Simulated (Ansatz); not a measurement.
Be₄F₆⁺, relaxed as a doublet with UKS r2SCAN-D4/def2-SVP in Ansatz, starting from the GFN1-xTB geometry. Force threshold 0.02 eV/Å.

The relaxation made no stability test and no search for a lower SCF solution. Another isomer (doublet) lies 0.07 eV lower at PBE0-D4/def2-TZVP; other spin states weren't run for this one.

Start:

```xyz
10

Be   -1.192   -0.119    1.533
Be    0.599    2.836   -2.828
Be    0.130    0.766   -0.757
Be    0.830   -1.718    0.294
F    -2.137    0.136    2.504
F     0.353    1.835   -1.818
F    -0.839    0.871    0.333
F    -0.249   -1.276    1.263
F     1.618   -2.844    0.189
F     0.886   -0.485   -0.712
```

Question: Estimate the energy that the relaxation releases and the steps that it takes.

Answer: 17.2 kJ/mol, in 6 steps; 8 s on 4 threads of Intel Xeon 6975P-C on a shared host. No frequencies were taken in this run, so the end may be a saddle point.

Question: Does the start keep its bonding and symmetry?

Answer: By distances, no bond broke or formed. The bond that changes most is Be2–F6, from 1.44 to 1.53 Å (atoms count from 1). Point group Cs at the start, C2v at the end, both within 0.05 Å; within 0.015 Å the end is Cs.

Question: Predict the relaxed structure.

Answer: 
```xyz
10

Be   -1.230   -0.110    1.571
Be    0.577    2.915   -2.897
Be    0.148    0.762   -0.749
Be    0.860   -1.776    0.297
F    -2.194    0.144    2.540
F     0.361    1.848   -1.827
F    -0.856    0.916    0.349
F    -0.247   -1.270    1.260
F     1.646   -2.919    0.197
F     0.935   -0.511   -0.741
```
Bond lengths (bridged metal pairs left out): 10 × Be–F 1.39 to 1.64 Å.
